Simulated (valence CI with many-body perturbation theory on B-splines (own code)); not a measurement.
E1 transitions of Ir XLVI

Calculated by valence CI with perturbative core correlation (CI+MBPT): four valence electrons over a frozen Dirac-Fock core [Ar] 3d10, radial functions for each j: 11 s, 11 p, 10 d, 8 f, 5 g, 2 h, with the one-electron correlation potential Σ1 (screened to all orders), the two-electron term Σ2, the three-electron term Σ3, Breit, model QED; selected single and double excitations, second order for the rest, scaled by the run's own slope (own B-spline code, finite nucleus).

No measured spectrum was set against this ion. As an estimate, large intervals hold to a few tenths of a per cent, small ones and those within an open d or f shell to about a per cent. Among the levels kept, up to 420 cm⁻¹ of a level comes from second order outside the variational space, and about a tenth of that is noise between levels of different J, which matters for small intervals.

Lines 201 to 250 of 550 in falling wavelength, among levels below 745.12 eV, chosen from the strongest by gf and those to the six lowest levels. Wavelengths and rates use the calculated energies. Electric multipoles are in the length gauge, E1 and E2 with the static RPA response of the core. Weak lines are less certain than strong ones. Lines between different terms over intervals too small for the method are left out, as are lines whose strength nearly cancels. Where a level lies close to another of its J and parity, the split of strength between their lines is uncertain. The highest levels of a list are the least certain.

Levels are named by their leading jj configuration (3d3/2^4 stands for four electrons in 3d with j = 3/2), which in mixed levels can hold well under half, so a name can repeat and another be missing. Letters in brackets count levels of one name in rising energy.

| λ vac (nm) | Upper | Lower | A (s⁻¹) | S (a.u.) |
| --- | --- | --- | --- | --- |
| 5.964 | (4s 4p1/2 4p3/2 4f7/2) J=4 [b] | (4s 4p1/2 4p3/2 4d3/2) J=3 [b] | 2.19e+11 | 2.06e-01 |
| 5.964 | (4s 4p1/2 4p3/2 4f5/2) J=4 [c] | (4s 4p1/2 4p3/2 4d5/2) J=3 [b] | 6.99e+10 | 6.59e-02 |
| 5.963 | (4s 4p1/2 4p3/2 4f5/2) J=0 | (4s 4p1/2 4p3/2 4d3/2) J=1 [b] | 3.40e+11 | 3.56e-02 |
| 5.962 | (4p1/2 4p3/2^2 4d3/2) J=3 | (4s 4p1/2 4p3/2 4d3/2) J=2 [d] | 5.75e+10 | 4.21e-02 |
| 5.957 | (4s 4p1/2 4p3/2 4f5/2) J=1 [b] | (4s 4p1/2 4p3/2 4d3/2) J=1 [b] | 1.22e+11 | 3.83e-02 |
| 5.933 | (4s^2 4p3/2 4d5/2) J=1 | (4s^2 4p3/2^2) J=2 | 1.49e+11 | 4.60e-02 |
| 5.920 | (4s^2 4d5/2^2) J=2 | (4s^2 4p3/2 4d5/2) J=2 | 1.65e+11 | 8.45e-02 |
| 5.917 | (4s 4p3/2^2 4d5/2) J=3 [c] | (4s 4p3/2^3) J=2 | 1.06e+12 | 7.61e-01 |
| 5.916 | (4s 4p1/2 4p3/2 4f5/2) J=3 [b] | (4s 4p1/2 4p3/2 4d3/2) J=2 [b] | 6.91e+10 | 4.94e-02 |
| 5.896 | (4s 4p1/2 4p3/2 4f7/2) J=5 [b] | (4s^2 4p1/2 4f7/2) J=4 | 7.36e+10 | 8.19e-02 |
| 5.890 | (4s 4p1/2^2 4f5/2) J=3 | (4s 4p1/2^2 4d3/2) J=2 | 1.05e+11 | 7.43e-02 |
| 5.843 | (4s 4p1/2 4p3/2 4d5/2) J=3 [c] | (4s 4p1/2 4p3/2^2) J=2 [a] | 6.67e+11 | 4.60e-01 |
| 5.842 | (4s 4p1/2 4d3/2 4d5/2) J=4 [c] | (4s 4p1/2 4p3/2 4d3/2) J=3 [a] | 3.90e+10 | 3.46e-02 |
| 5.838 | (4s 4p3/2^2 4d5/2) J=1 [b] | (4s 4p3/2^3) J=2 | 1.76e+11 | 5.17e-02 |
| 5.832 | (4s 4p1/2 4p3/2 4d5/2) J=2 [c] | (4s 4p1/2 4p3/2^2) J=3 | 7.24e+10 | 3.54e-02 |
| 5.830 | (4s 4p1/2 4d5/2^2) J=5 | (4s^2 4p1/2 4f7/2) J=4 | 1.94e+11 | 2.09e-01 |
| 5.826 | (4s 4p1/2 4p3/2 4f5/2) J=3 [c] | (4s 4p1/2 4p3/2 4d3/2) J=2 [b] | 1.50e+11 | 1.03e-01 |
| 5.816 | (4s 4p1/2 4p3/2 4f5/2) J=4 [b] | (4s 4p1/2 4p3/2 4d3/2) J=3 [b] | 8.72e+10 | 7.62e-02 |
| 5.813 | (4s 4p3/2^2 4d5/2) J=0 [b] | (4s^2 4p3/2 4d5/2) J=1 | 9.11e+11 | 8.83e-02 |
| 5.813 | (4s 4p1/2 4p3/2^2) J=2 [a] | (4s^2 4p1/2 4p3/2) J=2 | 1.90e+10 | 9.18e-03 |
| 5.809 | (4s 4p1/2 4p3/2 4d5/2) J=2 [a] | (4s^2 4p1/2 4d5/2) J=2 | 2.26e+11 | 1.09e-01 |
| 5.786 | (4s 4p1/2 4p3/2 4f5/2) J=3 [a] | (4s 4p1/2 4p3/2 4d3/2) J=2 [a] | 2.51e+11 | 1.68e-01 |
| 5.780 | (4s 4p1/2 4p3/2 4d5/2) J=3 [d] | (4s 4p1/2 4p3/2^2) J=3 | 1.48e+11 | 9.86e-02 |
| 5.760 | (4s 4p1/2^2 4f5/2) J=2 | (4s 4p1/2^2 4d3/2) J=1 | 2.68e+11 | 1.27e-01 |
| 5.753 | (4s 4p1/2 4p3/2 4f7/2) J=5 [d] | (4s 4p1/2 4p3/2 4d5/2) J=5 | 8.81e+10 | 9.11e-02 |
| 5.748 | (4s 4p1/2 4p3/2 4f7/2) J=4 [a] | (4s 4p1/2 4p3/2 4d3/2) J=3 [a] | 1.41e+11 | 1.19e-01 |
| 5.734 | (4s 4p3/2^2 4d3/2) J=2 [a] | (4s^2 4p3/2 4d3/2) J=1 | 3.19e+11 | 1.48e-01 |
| 5.734 | (4s 4p1/2 4p3/2 4f5/2) J=4 [a] | (4s 4p1/2 4p3/2 4d3/2) J=3 [a] | 4.03e+10 | 3.37e-02 |
| 5.729 | (4s 4p3/2^2 4d3/2) J=1 [a] | (4s^2 4p3/2 4d3/2) J=0 | 3.05e+11 | 8.48e-02 |
| 5.725 | (4s 4p1/2 4p3/2 4f5/2) J=3 [b] | (4s^2 4p1/2 4f7/2) J=3 | 6.10e+10 | 3.95e-02 |
| 5.716 | (4s 4p3/2^2 4d3/2) J=1 [a] | (4s^2 4p3/2 4d3/2) J=1 | 2.35e+11 | 6.50e-02 |
| 5.707 | (4s 4p1/2 4p3/2 4f5/2) J=2 [a] | (4s 4p1/2 4p3/2 4d3/2) J=1 [a] | 2.36e+11 | 1.08e-01 |
| 5.701 | (4s 4p3/2^2 4d5/2) J=5 | (4s^2 4p3/2 4d5/2) J=4 | 4.69e+11 | 4.72e-01 |
| 5.694 | (4s 4p1/2 4d3/2 4d5/2) J=3 [c] | (4s 4p1/2 4p3/2 4d3/2) J=2 [a] | 1.08e+11 | 6.91e-02 |
| 5.691 | (4s 4p1/2 4p3/2^2) J=2 [a] | (4s^2 4p1/2 4p3/2) J=1 | 4.55e+11 | 2.07e-01 |
| 5.691 | (4s 4p3/2^2 4d3/2) J=2 [a] | (4s^2 4p3/2 4d3/2) J=2 | 1.17e+11 | 5.34e-02 |
| 5.690 | (4s 4p1/2 4p3/2 4d5/2) J=3 [a] | (4s^2 4p1/2 4d5/2) J=3 | 1.05e+11 | 6.66e-02 |
| 5.688 | (4s 4p3/2^2 4d3/2) J=3 [a] | (4s^2 4p3/2 4d3/2) J=3 | 6.58e+10 | 4.18e-02 |
| 5.677 | (4s 4p1/2 4p3/2 4f7/2) J=3 [b] | (4s^2 4p1/2 4f5/2) J=2 | 6.29e+10 | 3.98e-02 |
| 5.668 | (4s 4p1/2 4p3/2 4f5/2) J=1 [a] | (4s 4p1/2 4p3/2 4d3/2) J=1 [a] | 1.98e+11 | 5.34e-02 |
| 5.660 | (4s 4p1/2 4p3/2 4f5/2) J=1 [a] | (4s 4p1/2 4p3/2 4d3/2) J=0 [a] | 2.25e+11 | 6.03e-02 |
| 5.636 | (4s 4p1/2 4d5/2^2) J=3 [b] | (4s 4p1/2 4p3/2 4d3/2) J=3 [b] | 8.49e+10 | 5.25e-02 |
| 5.628 | (4s 4p1/2 4p3/2 4f7/2) J=4 [a] | (4s^2 4p1/2 4f5/2) J=3 | 6.76e+10 | 5.35e-02 |
| 5.626 | (4s 4p3/2^2 4d3/2) J=3 [a] | (4s^2 4p3/2 4d3/2) J=2 | 3.15e+11 | 1.94e-01 |
| 5.625 | (4s 4p1/2 4p3/2 4f7/2) J=5 [b] | (4s 4p1/2 4p3/2 4d3/2) J=4 | 2.48e+11 | 2.40e-01 |
| 5.614 | (4s 4p1/2 4p3/2^2) J=3 | (4s^2 4p1/2 4p3/2) J=2 | 2.63e+11 | 1.61e-01 |
| 5.614 | (4s 4p1/2 4p3/2 4f5/2) J=4 [a] | (4s^2 4p1/2 4f5/2) J=3 | 1.53e+11 | 1.20e-01 |
| 5.612 | (4s 4p1/2 4p3/2 4f7/2) J=3 [a] | (4s 4p1/2 4p3/2 4d3/2) J=2 [a] | 8.16e+10 | 4.98e-02 |
| 5.608 | (4s 4p1/2^2 4f7/2) J=3 | (4s 4p1/2^2 4d3/2) J=2 | 1.09e+11 | 6.66e-02 |
| 5.601 | (4s 4p1/2 4p3/2 4f7/2) J=4 [d] | (4s 4p1/2 4p3/2 4d5/2) J=4 [a] | 4.82e+10 | 3.76e-02 |
